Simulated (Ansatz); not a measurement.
Species: C2HF2 (charge 0, doublet). It need not be the lowest isomer of its formula. 
Structure (B3LYP-D3(BJ)/def2-TZVP (Ansatz, a program for electronic structure) minimum search):
```
C
C 1 1.3133
F 2 1.3072 1 128.64
F 1 1.3426 2 121.36 3 -180.00
H 1 1.0846 2 124.05 3 0.00
```
Charge 0, spin multiplicity 2.

Parts of the frozen-core correlation energy in cc-pwCVTZ (Ansatz, hartree). Frozen orbitals: 4; correlated occupied orbitals by spin: 12 and 11; virtual: 170 and 171. Open shells are spin-unrestricted. No spin-orbit coupling. No relativistic terms.

```csv
term,value
reference (HF),-275.18280
MP2 opposite-spin,-0.57750
MP2 same-spin,-0.20458
CCSD correlation,-0.80432
(T),-0.03062
T1 diagnostic,0.032
largest doubles amplitude,0.108
<S^2> of the reference,0.959
```
